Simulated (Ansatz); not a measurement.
`N=C(O)[SiH3]` + `[OH][In]([SH])[Br]` → `[SiH3][O][In]([SH])[Br]` + `N=CO`  (ligand exchange at the Si–C bond)

Calculated with Ansatz (gas phase, PBE0-D4/def2-TZVP geometries, no zero-point term in ΔE). CCSD(T)/CBS adds triple-zeta CCSD(T) − MP2 to the extrapolated MP2 energy (def2 sets, frozen cores). This one scheme is used for every species. DFT in def2-TZVPP. B3LYP here is the variant with VWN-RPA as its local correlation; programs differ in this. Elements past krypton have def2 core potentials. For Br, In outer-core shells are correlated without core-valence functions, which leaves a few kJ/mol of doubt a bond. Scalar relativity is left out up to krypton. One conformer a species, not always the lowest.

**Question.** Is it downhill or uphill in electronic energy at CCSD(T)/CBS, and by how much? (Best estimate.)

**Answer.** Computed: Downhill: ΔE = -114.2 kJ/mol.

**Question.** What do these levels give: B3LYP-D4, ωB97X-V, ωB97M-V, PBE, r2SCAN, HF/def2-TZVPP, MP2/def2-TZVPP, SCS-MP2/def2-TZVPP, CCSD/def2-TZVPP, CCSD(T)/def2-TZVPP, SCS-MP2/def2-QZVPP, CCSD/CBS(def2)? (Estimate.)

**Answer.** Computed: B3LYP-D4 -111.3, ωB97X-V -111.6, ωB97M-V -111.1, PBE -93.2, r2SCAN -108.4, HF/def2-TZVPP -138.5, MP2/def2-TZVPP -118.1, SCS-MP2/def2-TZVPP -121.2, CCSD/def2-TZVPP -119.4, CCSD(T)/def2-TZVPP -115.5, SCS-MP2/def2-QZVPP -121.0, CCSD/CBS(def2) -118.1 kJ/mol.

Largest T1 diagnostic among the species: 0.014.

In def2-TZVPP, CCSD(T) changes the Hartree–Fock value by +23.1 kJ/mol (the triples alone add +3.9 kJ/mol) and MP2 by +20.4 kJ/mol. From PBE to PBE0 (25 % exact exchange), in def2-TZVPP and without D4, ΔE moves by −10.7 kJ/mol.
